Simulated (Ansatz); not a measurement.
Compare A (`C[CH](F)[AlH2]`) with its isomer B (`[CH3][Al]([CH3])[F]`).

Gas-phase electronic energies from Ansatz, PBE0-D4/def2-TZVP geometries. CCSD(T)/CBS is the MP2 limit (def2-TZVPP, def2-QZVPP) plus CCSD(T) − MP2 in def2-TZVPP, frozen cores. Functionals use def2-TZVPP. B3LYP here is the variant with VWN-RPA as its local correlation; programs differ in this.

Q: Which isomer does CCSD(T)/CBS put lower? Give the gap. (Estimate.)

A: The calculation gave: B, by 86.3 kcal/mol.

Q: Give E(B) − E(A) in kcal/mol with HF/def2-TZVPP, PBE-D4, B3LYP, BLYP-D4, B2PLYP, CCSD/def2-TZVPP, PBE0-D4. (Best estimate.)

A: Ansatz gave: HF/def2-TZVPP -82.0, PBE-D4 -81.9, B3LYP -84.0, BLYP-D4 -82.2, B2PLYP -85.8, CCSD/def2-TZVPP -85.2, PBE0-D4 -83.2. None reverses the order clearly.

Q: Does the order hold for the free energy at 298.15 K (harmonic terms from PBE0-D4)? (An estimate is asked.)

A: Computed: Yes: G(B) − G(A) = -86.0 kcal/mol. Modes under 60 cm⁻¹, often nearly free rotors, make the harmonic entropy too high.

Largest T1 diagnostic: 0.011.

Leaving LDA and LC-ωPBE aside and taking each functional with its dispersion term where it has one, the values, not all of them listed here, spread over 5.9 kcal/mol, from r2SCAN0-D4 to revPBE-D4. LDA lies +0.8 kcal/mol from PBE without D4. From BLYP to BHLYP (50 % exact exchange), in def2-TZVPP and without D4, E(B) − E(A) moves by −1.6 kcal/mol.
